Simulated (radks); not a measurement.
Species: Tl76+. Configuration: [He] 2s2 2p1. All-electron calculation, Dirac Kohn-Sham, PBE, spin-unpolarised, spherical densities, point nucleus; open shells are shared between the two j in proportion to 2j + 1. Program: a radial shooting solver on a logarithmic mesh with Libxc functionals. Some entries of the table are withheld. Estimate them.

| orbital | occ. | eigenvalue (hartree) | <r^2> (bohr^2) | <r> (bohr) |
|---|---|---|---|---|
| 1s1/2 | 2 | -3491.694 | 0.0003659 | 0.01626 |
| 2s1/2 | 2 | -860.3792 | (1) | 0.06558 |
| 2p1/2 | 0.333333 | -849.4651 | (2) | (3) |
| 2p3/2 | 0.666667 | -765.6664 | (4) | (5) |
| 3s1/2 | 0 | (6) | 0.02750 | 0.1549 |
| 3p1/2 | 0 | -362.3657 | (7) | 0.1433 |
| 3p3/2 | 0 | -337.9503 | (8) | 0.1550 |

Answer. 
(1) 2s1/2 <r^2> (bohr^2): 0.005137
(2) 2p1/2 <r^2> (bohr^2): 0.003558
(3) 2p1/2 <r> (bohr): 0.05345
(4) 2p3/2 <r^2> (bohr^2): 0.004583
(5) 2p3/2 <r> (bohr): 0.06157
(6) 3s1/2 eigenvalue (hartree): -365.8533
(7) 3p1/2 <r^2> (bohr^2): 0.02396
(8) 3p3/2 <r^2> (bohr^2): 0.02784
